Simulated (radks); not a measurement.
Dispersion coefficients C6 (hartree bohr^6) between ground-configuration atoms and ions, from the Casimir-Polder integral (3/pi) of alpha_A(iw) alpha_B(iw). Method: non-relativistic Kohn-Sham, PBE, spin-polarised, spherical densities, point nucleus; open shells are filled with parallel spins first (spin-orbit coupling, left out, can overturn this in heavy ions); computed with a radial shooting solver on a logarithmic mesh with Libxc functionals. Response by self-consistent Sternheimer equations with the Hartree and adiabatic LDA kernel.

C6       Xe    Xe+   Xe2+   Xe3+   Xe4+   Xe5+   Xe6+
Xe    309.3
Xe+   223.6  163.3
Xe2+  169.8  124.8  95.92
Xe3+  132.4  97.78  75.38  59.40
Xe4+  106.4  78.78  60.86  48.03  38.89
Xe5+  86.29  63.95  49.45  39.07  31.67  25.81
Xe6+  70.42  52.15  40.32  31.87  25.85  21.08  17.24

Static polarisabilities (bohr^3): Xe ([Xe]) 28.95, Xe+ ([Kr] 4d10 5s2 5p5) 18.68, Xe2+ ([Kr] 4d10 5s2 5p4) 13.30, Xe3+ ([Kr] 4d10 5s2 5p3) 9.993, Xe4+ ([Kr] 4d10 5s2 5p2) 7.926, Xe5+ ([Kr] 4d10 5s2 5p1) 6.440, Xe6+ ([Kr] 4d10 5s2) 5.355. The combination rule 2 Ca Cb / ((alpha_b/alpha_a) Ca + (alpha_a/alpha_b) Cb) gives 21.09 for Xe5+-Xe6+, against 21.08 from the integral.
